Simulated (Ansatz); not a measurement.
One change: `C=C=CN` becomes `BNC=C=C`.

Ansatz, PBE0-D4/def2-TZVP geometries, multiplicity 1. Each molecule was computed in one conformer, which needn't be the lowest.

```tsv
property	`C=C=CN`
HOMO–LUMO gap (PBE/def2-TZVPP) / eV	3.97
HOMO–LUMO gap (PBE0/def2-TZVPP) / eV	6.13
LUMO energy (B3LYP/def2-TZVPP) / eV	-0.15
HOMO energy (PBE0/def2-TZVPP) / eV	-6.02
size of the dipole moment (B3LYP/def2-TZVPP) / D	1.37
zero-point energy (PBE0-D4/def2-TZVP) / kJ/mol	193.4
```

Give the same properties after the change, and the shifts. (An estimate is asked.)

The calculation gave: 
```json
{"property": "HOMO–LUMO gap (PBE/def2-TZVPP) / eV", "`BNC=C=C`": "4.33", "shift": "0.36"}
{"property": "HOMO–LUMO gap (PBE0/def2-TZVPP) / eV", "`BNC=C=C`": "6.31", "shift": "0.18"}
{"property": "LUMO energy (B3LYP/def2-TZVPP) / eV", "`BNC=C=C`": "-0.63", "shift": "-0.48"}
{"property": "HOMO energy (PBE0/def2-TZVPP) / eV", "`BNC=C=C`": "-6.73", "shift": "-0.71"}
{"property": "size of the dipole moment (B3LYP/def2-TZVPP) / D", "`BNC=C=C`": "1.49", "shift": "0.12"}
{"property": "zero-point energy (PBE0-D4/def2-TZVP) / kJ/mol", "`BNC=C=C`": "226.2", "shift": "32.8"}
```

With PBE0 the HOMO falls by 0.71 eV and the LUMO falls by 0.53 eV, so the gap widens by about 0.18 eV. PBE moves the HOMO by -0.85 eV and ωB97M-V by -0.65 eV. The zero-point energy changes by 32.8 kJ/mol with +6 modes. Dipoles are sizes alone; their direction can turn.

B3LYP here is the variant with VWN-RPA as its local correlation; programs differ in this.
